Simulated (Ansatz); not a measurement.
P7⁺, relaxed as a singlet with RKS PBE-D4/def2-SVP in Ansatz, starting from the GFN2-xTB geometry. Force threshold 0.02 eV/Å.

The restricted singlet is unstable towards broken spin symmetry in Hartree–Fock (as tested in another run); at PBE-D4/def2-SVP this wasn't settled. Another isomer (singlet) lies 0.79 eV lower at PBE0-D4/def2-TZVP; other spin states weren't run for this one.

Start:

Cartesian coordinates in Å:
```
P -1.9646 1.9499 -0.4349
P -0.6396 0.6132 -1.4471
P 1.2882 -1.2069 2.0633
P 1.3698 0.6283 0.9071
P -2.7475 0.2735 -1.3451
P 0.2566 -1.1432 0.1102
P 2.4370 -1.1147 0.1465
```

Q: Estimate the energy that the relaxation releases and the steps that it takes.

A: 4.8 kcal/mol, in 17 steps; 17 s on 4 threads of Arm Neoverse V2 on a shared host. No frequencies were taken in this run, so the end may be a saddle point.

Q: Does the start keep its bonding and symmetry?

A: By distances, no bond broke or formed. The bond that changes most is P4–P6, from 2.24 to 2.33 Å (atoms count from 1).

Q: Predict the relaxed structure.

A: 
| atom | x (Å) | y (Å) | z (Å) |
| --- | --- | --- | --- |
| P1 | -1.750 | 1.865 | -0.053 |
| P2 | -0.629 | 0.831 | -1.622 |
| P3 | 0.469 | -0.804 | 1.743 |
| P4 | 1.338 | 0.676 | 0.344 |
| P5 | -2.447 | 0.018 | -0.715 |
| P6 | 0.551 | -1.393 | -0.391 |
| P7 | 2.469 | -1.193 | 0.693 |
Bond lengths: 9 × P–P 2.08 to 2.33 Å.
